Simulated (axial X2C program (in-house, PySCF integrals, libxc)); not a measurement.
# Estimating the spin–orbit splitting of the π levels of SBr⁻

Computed with an axial X2C code built on PySCF integrals. Spin-free means the one-electron spin-free X2C Hamiltonian; two-component (2c) means X2C with spin–orbit coupling and atomic mean-field two-electron Coulomb and Gaunt terms, so the difference of the two also holds small scalar two-electron terms. Basis: Br dyall-acv3z [9s10p7d5f1g], S dyall-av3z [9s8p3d2f] (cores contracted in-house); Gaussian nuclei, density fitting, unrestricted open shells. Masses: Br 78.918 u, S 31.972 u.

Hartree–Fock at 2.247 Å, closed shell. Valence p splittings ε(p3/2) − ε(p1/2) of spherical Dirac–Hartree–Fock atoms with fractionally filled p shells: Br 4p 0.556 eV, S 3p 0.090 eV.

```csv
"filled π level (eV), spin-free",Br p share,S p share
-6.75,0.76,0.19
-3.22,0.16,0.72
```

In first order a p shell splits by 3ζ/2 and a π orbital by ζ. Estimate the splitting of each π level from the shares.

level -6.75 eV: (2/3) × (0.76 × 0.556 + 0.19 × 0.090) = 0.29 eV; level -3.22 eV: (2/3) × (0.16 × 0.556 + 0.72 × 0.090) = 0.10 eV.

The two-component Hartree–Fock calculation gives:

| ε(ω = 1/2) (eV) | σ share of it | ε(ω = 3/2) (eV) | splitting (eV) | estimate (eV) |
| --- | --- | --- | --- | --- |
| -6.768 | 0.32 | -6.605 | 0.16 | 0.29 |
| -3.276 | 0.00 | -3.147 | 0.13 | 0.10 |

The estimate leaves out the mixing of π1/2 with σ1/2 levels, which pushes the ω = 1/2 spinor up or down, the d and f parts of the orbital, small shares of the strongly split outer-core p shell of a metal, the Gaunt term (absent from the atomic values), and the change of the atomic p orbitals with charge; Löwdin shares depend on the basis.
